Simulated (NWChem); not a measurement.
Molecule: CH6GaNO; SMILES [CH3][Ga]([NH2])[OH]

```xyz
10

Ga    -0.0287     0.0161    -0.0241
C      0.2593    -1.9197     0.0195
H     -0.1723    -2.3945    -0.8750
H     -0.2230    -2.3663     0.9022
H      1.3323    -2.1579     0.0529
O     -1.6478     0.7896     0.0072
H     -2.3866     0.1766     0.0496
N      1.2736     1.2661    -0.1031
H      1.0753     2.2584    -0.1244
H      2.2658     1.0738    -0.1281
```
Atoms are numbered in this order, from 1.

Computed with NWChem. Structure relaxed at the PBE0/def2-SVP level. GIAO values for the isolated, static molecule; σ is the absolute isotropic shielding, δ = σ(reference) − σ with the isolated reference molecule computed at the same levels (13C: tetramethylsilane, 1H: tetramethylsilane, 15N: ammonia, 17O: water).

Question: Predict the results for PBE/pcSseg-1. Quantities: σ Ga1 (ppm); δ C2 (ppm); δ H3 (rotor mean) (ppm); δ O6 (ppm); δ H7 (ppm); δ N8 (ppm); δ H10 (ppm).

Answer: 
- σ Ga1 (ppm): 1245.8
- δ C2 (ppm): -10.2
- δ H3 (rotor mean) (ppm): 0.00
- δ O6 (ppm): 76.5
- δ H7 (ppm): 1.77
- δ N8 (ppm): 43.2
- δ H10 (ppm): 1.30
